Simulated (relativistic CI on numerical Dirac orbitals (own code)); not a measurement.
## Electric-dipole lines of Tc XLI

Calculated at this level of theory: Dirac-Coulomb-Breit CI, separate exchange-only KLI orbitals for each configuration, model QED (radiative potential, 1s self-energy scaled to tabulated hydrogen-like ionisation energies), unscaled Slater integrals (own radial code, finite nucleus).

Configurations in the expansion (outside the closed core 1s2): 2s, 2p, 3s, 3p, 3d, 4s, 4p, 4d, 4f, 5s, 5p, 5d, 5f, 5g. Levels of other configurations are missing.

```csv
λ vac (Å),Lower,Upper,A (s⁻¹),gf,Branching (%)
2.4805,2p 2P°_1/2 [2],5d 2D_3/2 [19],2.45e+13,9.03e-02,56.8
2.5501,2p 2P°_3/2 [3],5d 2D_5/2 [20],2.73e+13,1.60e-01,66.1
2.7162,2s 2S_1/2 [1],4p 2P°_3/2 [11],2.72e+13,1.21e-01,75.0
2.7265,2s 2S_1/2 [1],4p 2P°_1/2 [10],2.92e+13,6.51e-02,73.9
2.7679,2p 2P°_1/2 [2],4d 2D_3/2 [12],5.27e+13,2.42e-01,64.0
2.8531,2p 2P°_3/2 [3],4d 2D_5/2 [13],5.94e+13,4.35e-01,74.9
3.6056,2s 2S_1/2 [1],3p 2P°_3/2 [6],6.07e+13,4.73e-01,99.8
3.6494,2s 2S_1/2 [1],3p 2P°_1/2 [5],6.71e+13,2.68e-01,99.8
3.6918,2p 2P°_1/2 [2],3d 2D_3/2 [7],1.60e+14,1.30e+00,83.8
3.8362,2p 2P°_3/2 [3],3d 2D_5/2 [8],1.84e+14,2.43e+00,99.8
3.8515,2p 2P°_3/2 [3],3d 2D_3/2 [7],3.06e+13,2.72e-01,16.0
7.2392,3s 2S_1/2 [4],5p 2P°_3/2 [18],4.41e+12,1.39e-01,20.4
7.3369,3p 2P°_1/2 [5],5d 2D_3/2 [19],8.27e+12,2.67e-01,19.2
7.5081,3p 2P°_3/2 [6],5d 2D_5/2 [20],9.70e+12,4.92e-01,23.5
7.5466,3d 2D_3/2 [7],5f 2F°_5/2 [21],1.22e+13,6.26e-01,59.3
7.5997,3d 2D_5/2 [8],5f 2F°_7/2 [23],1.29e+13,8.91e-01,63.1
10.402,3s 2S_1/2 [4],4p 2P°_3/2 [11],7.90e+12,5.12e-01,21.7
10.556,3s 2S_1/2 [4],4p 2P°_1/2 [10],8.89e+12,2.97e-01,22.5
10.589,3p 2P°_1/2 [5],4d 2D_3/2 [12],1.65e+13,1.11e+00,20.0
10.924,3p 2P°_3/2 [6],4d 2D_5/2 [13],1.98e+13,2.13e+00,25.0
10.976,3p 2P°_3/2 [6],4d 2D_3/2 [12],3.35e+12,2.42e-01,4.1
11.005,3d 2D_3/2 [7],4f 2F°_5/2 [14],3.68e+13,4.01e+00,92.7
11.105,3d 2D_5/2 [8],4f 2F°_7/2 [15],3.89e+13,5.76e+00,99.2
11.132,3d 2D_5/2 [8],4f 2F°_5/2 [14],2.59e+12,2.88e-01,6.5
11.287,3p 2P°_3/2 [6],4s 2S_1/2 [9],4.77e+12,1.82e-01,28.7
22.615,4s 2S_1/2 [9],5p 2P°_3/2 [18],1.85e+12,5.66e-01,8.5
22.962,4p 2P°_1/2 [10],5d 2D_3/2 [19],3.37e+12,1.06e+00,7.8
22.987,4s 2S_1/2 [9],5p 2P°_1/2 [17],2.10e+12,3.33e-01,9.0
23.601,4p 2P°_3/2 [11],5d 2D_5/2 [20],4.14e+12,2.07e+00,10.0
23.726,4p 2P°_3/2 [11],5d 2D_3/2 [19],7.05e+11,2.38e-01,1.6
23.757,4d 2D_3/2 [12],5f 2F°_5/2 [21],6.85e+12,3.48e+00,33.2
23.943,4d 2D_5/2 [13],5f 2F°_7/2 [23],7.31e+12,5.02e+00,35.9
23.951,4f 2F°_5/2 [14],5g 2G_7/2 [22],1.17e+13,8.02e+00,96.0
24.007,4d 2D_5/2 [13],5f 2F°_5/2 [21],4.89e+11,2.53e-01,2.4
24.038,4f 2F°_7/2 [15],5g 2G_9/2 [24],1.20e+13,1.04e+01,99.5
24.077,4f 2F°_7/2 [15],5g 2G_7/2 [22],4.28e+11,2.98e-01,3.5
24.227,4d 2D_5/2 [13],5p 2P°_3/2 [18],5.46e+11,1.92e-01,2.5
24.466,4p 2P°_3/2 [11],5s 2S_1/2 [16],1.64e+12,2.94e-01,15.4
54.345,2s 2S_1/2 [1],2p 2P°_3/2 [3],6.45e+10,1.14e-01,100.0
188.05,3s 2S_1/2 [4],3p 2P°_3/2 [6],9.43e+09,2.00e-01,0.0
248.76,3p 2P°_1/2 [5],3d 2D_3/2 [7],2.61e+09,9.68e-02,0.0
450.91,4s 2S_1/2 [9],4p 2P°_3/2 [11],2.30e+09,2.80e-01,0.0
592.08,4p 2P°_1/2 [10],4d 2D_3/2 [12],8.27e+08,1.74e-01,0.0
886.70,5s 2S_1/2 [16],5p 2P°_3/2 [18],7.58e+08,3.57e-01,0.0
1160.0,5p 2P°_1/2 [17],5d 2D_3/2 [19],3.01e+08,2.43e-01,0.0
```

Terms are leading LS components. Brackets give the number of a level in order of energy, since labels repeat. The list gives strong lines, with weight on those to low levels, without lines whose two gauges differ by over a factor of 2.5. Levels whose partners in the same complex of configurations lie outside the list can be far off, and so can their lines. Rates are taken at the computed energies, electric ones in the length gauge.

At this charge energies of transitions that change n are usually good to better than 1 %, and those within a shell (Δn = 0) to a few per cent.
